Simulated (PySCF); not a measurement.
# TmBr: frontier orbitals

r²SCAN at R = 2.648 Å; Tm x2c-SVPall, Br x2c-SVPall; spin-free X2C with a Gaussian nucleus (PySCF 2.14). State: triplet, about 13.0 electrons in the 4f shell (Mulliken), real f orbitals that mix terms. Only the outer orbitals are listed, counted within each symmetry.

```
spin  orbital  occ.  ε (eV)  on Tm (%)   main shells (%)
   α       4δ     1   -4.49        100          100 Tm f
   α      20σ     1   -3.98         96  79 Tm s, 10 Tm p
   α       1φ     1   -3.16        100          100 Tm f
   α       1φ     1   -3.16        100          100 Tm f
   α       4δ     1   -3.15        100          100 Tm f
   α      11π     1   -3.10        100          100 Tm f
   α      11π     1   -3.10        100          100 Tm f
   α      21σ     1   -3.07         99           97 Tm f
   α      12π     0   -1.16        100  58 Tm p, 42 Tm d
   α      12π     0   -1.16        100  58 Tm p, 42 Tm d
   α      22σ     0   -1.02         99  63 Tm d, 36 Tm p
   β      11π     1   -2.94        100          100 Tm f
   β      11π     1   -2.94        100          100 Tm f
   β       4δ     1   -2.93        100          100 Tm f
   β       1φ     1   -1.96        100          100 Tm f
   β       1φ     1   -1.96        100          100 Tm f
   β      21σ     1   -1.88        100           98 Tm f
   β      20σ     0   -2.70         97           85 Tm s
   β       4δ     0   -0.70        100          100 Tm f
   β      22σ     0   -0.34         99  68 Tm d, 31 Tm p
```

**Question.** Which are the highest filled and the lowest empty level, where do they sit, and how wide is the gap?

**Answer.** Highest filled β 21σ at -1.88 eV (in %: 98 Tm f); lowest empty β 20σ at -2.70 eV (in %: 85 Tm s); the gap at r²SCAN is -0.82 eV.

- bond order (Mayer): 1.06
- ⟨S²⟩: 2.004
- charge on Tm (Mulliken, basis-dependent): 0.42
- charge on Tm (Löwdin, basis-dependent): 0.11
- dipole moment (positive dipole means Tm(−)Br(+)): -4.91 D

Spin–orbit coupling is left out. Counting both spins, an empty level lies below a filled one in this solution, because spin and occupation are held. The state is the lowest single determinant that the PBE0 search found; with open d or f shells the true ground state can be another one.
